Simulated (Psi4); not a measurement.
Calculation: SAPT0/jun-cc-pVDZ, frozen core run with Psi4 1.11.

Psi4 input:

```
molecule {
0 1
C -0.02364627 -0.01192379 0.00000000
N 1.00110655 0.50151554 -0.00000000
H -0.97746028 -0.48959175 0.00000000
--
0 1
Si -3.51308512 -1.57368369 -0.80408360
H -3.63570022 -0.94894601 0.53236626
H -2.49965675 -2.65158151 -0.75381787
H -3.09736748 -0.55115480 -1.79051413
H -4.81961505 -2.14305719 -1.20436345
units angstrom
symmetry c1
no_reorient
no_com
}
set basis jun-cc-pvdz
set scf_type df
set freeze_core true
energy('sapt0')
```

Part of the output:

```
    SAPT Results
  --------------------------------------------------------------------------------------------------------
    Electrostatics                  1.80039749 [mEh]       1.12976648 [kcal/mol]       4.72694295 [kJ/mol]
      Elst10,r                      1.80039749 [mEh]       1.12976648 [kcal/mol]       4.72694295 [kJ/mol]

    Exchange                        1.87230294 [mEh]       1.17488783 [kcal/mol]       4.91573069 [kJ/mol]
      Exch10                        1.87230294 [mEh]       1.17488783 [kcal/mol]       4.91573069 [kJ/mol]
      Exch10(S^2)                   1.86888181 [mEh]       1.17274104 [kcal/mol]       4.90674853 [kJ/mol]

    Induction                      -0.81299555 [mEh]      -0.51016241 [kcal/mol]      -2.13451954 [kJ/mol]
      Ind20,r                      -0.96907616 [mEh]      -0.60810447 [kcal/mol]      -2.54430910 [kJ/mol]
      Exch-Ind20,r                  0.35499658 [mEh]       0.22276372 [kcal/mol]       0.93204340 [kJ/mol]
      delta HF,r (2)               -0.19891598 [mEh]      -0.12482166 [kcal/mol]      -0.52225383 [kJ/mol]

    Dispersion                     -1.30164059 [mEh]      -0.81679180 [kcal/mol]      -3.41745690 [kJ/mol]
      Disp20                       -1.38086155 [mEh]      -0.86650370 [kcal/mol]      -3.62545149 [kJ/mol]
      Exch-Disp20                   0.07922095 [mEh]       0.04971190 [kcal/mol]       0.20799459 [kJ/mol]
      Disp20 (SS)                  -0.69043077 [mEh]      -0.43325185 [kcal/mol]      -1.81272574 [kJ/mol]
      Disp20 (OS)                  -0.69043077 [mEh]      -0.43325185 [kcal/mol]      -1.81272574 [kJ/mol]
      Exch-Disp20 (SS)              0.04237945 [mEh]       0.02659350 [kcal/mol]       0.11126722 [kJ/mol]
      Exch-Disp20 (OS)              0.03684151 [mEh]       0.02311840 [kcal/mol]       0.09672737 [kJ/mol]

  Total HF                          2.85970487 [mEh]       1.79449190 [kcal/mol]       7.50815411 [kJ/mol]
  Total SAPT0                       1.55806428 [mEh]       0.97770010 [kcal/mol]       4.09069721 [kJ/mol]
```
